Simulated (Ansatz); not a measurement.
Consider the cleavage of the Si–Al bond: `C[SiH](C)[AlH][OH]` + `[NH2][GaH2]` → `C[SiH](C)[NH][GaH2]` + `[OH][AlH2]`.

Program: Ansatz. Geometries: PBE0-D4/def2-TZVP. ΔE: electronic, gas phase. CCSD(T)/CBS adds triple-zeta CCSD(T) − MP2 to the extrapolated MP2 energy (def2 sets, frozen cores). This one scheme is used for every species. DFT in def2-TZVPP. B3LYP here is the variant with VWN-RPA as its local correlation; programs differ in this. For Ga outer-core shells are correlated without core-valence functions, which leaves a few kJ/mol of doubt a bond. Scalar relativity is left out up to krypton. One conformer a species, not always the lowest.

`C[SiH](C)[AlH][OH]`:

```xyz
14

C    -1.652    0.222   -0.813
Si    0.210    0.297   -0.556
C     0.691    1.924    0.266
Al    1.041   -1.645    0.695
O    -0.071   -2.918    0.920
H    -2.179    0.260    0.144
H    -1.941   -0.705   -1.312
H    -1.994    1.061   -1.424
H     0.867    0.271   -1.904
H     0.364    2.772   -0.343
H     1.773    2.000    0.394
H     0.229    2.020    1.251
H     2.505   -1.833    1.302
H     0.157   -3.725    1.379
```

`[NH2][GaH2]`:

```xyz
6

N    -0.777   -0.348   -0.428
Ga    0.701    0.315    0.386
H    -1.719   -0.118   -0.159
H    -0.754   -0.991   -1.201
H     0.468    1.301    1.573
H     2.081   -0.159   -0.171
```

`C[SiH](C)[NH][GaH2]`:

Z-matrix (Å, degrees):
```
C
Si 1 1.870
H 1 1.094 2 110.9
H 1 1.093 2 111.1 3 119.7
H 1 1.093 2 111.0 3 -120.3
C 2 1.866 1 110.6 3 61.2
N 2 1.732 1 111.0 3 -177.0
H 2 1.496 1 107.3 3 -57.2
H 6 1.093 2 111.6 1 61.1
H 6 1.092 2 111.9 1 -177.7
H 6 1.093 2 109.5 1 -58.2
Ga 7 1.830 2 131.6 1 -122.0
H 7 1.012 2 114.8 1 58.9
H 12 1.560 7 118.2 2 0.6
H 12 1.564 7 116.1 2 -179.7
```

`[OH][AlH2]`:

Cartesian coordinates in Å:
```
O -1.178 -0.027 0.304
Al 0.415 0.177 -0.241
H -1.441 -0.714 0.914
H 1.551 -0.804 0.268
H 0.653 1.369 -1.246
```

| level | ΔE (kJ/mol) | difference from CCSD(T)/CBS |
| --- | --- | --- |
| B3LYP-D4 | -68.9 | 0.7 |
| r2SCANh-D4 | -65.2 | 4.4 |
| ωB97M-V | -73.8 | -4.2 |
| revPBE | -39.1 | 30.5 |
| MP2/def2-SVP | -72.2 | -2.6 |
| CCSD/def2-SVP | -64.7 | 4.9 |
| HF/def2-TZVPP | -78.6 | -9.0 |
| MP2/def2-TZVPP | -79.1 | -9.5 |
| CCSD(T)/def2-TZVPP | -70.6 | -1.0 |
| SCS-MP2/def2-QZVPP | -78.3 | -8.7 |
| CCSD(T)/CBS | -69.6 | 0 |

Largest T1 diagnostic among the species: 0.014.

From BLYP to BHLYP (50 % exact exchange), in def2-TZVPP and without D4, ΔE moves by −16.2 kJ/mol. Leaving LDA and LC-ωPBE aside and taking each functional with its dispersion term where it has one, the values, not all of them listed here, spread over 28.9 kJ/mol, from B97M-V to PBE-D4. LDA lies −10.0 kJ/mol from PBE without D4.

CCSD(T)/CBS has its own doubt, a few kJ/mol and more with outer-core shells, so smaller differences from it don't rank the levels.
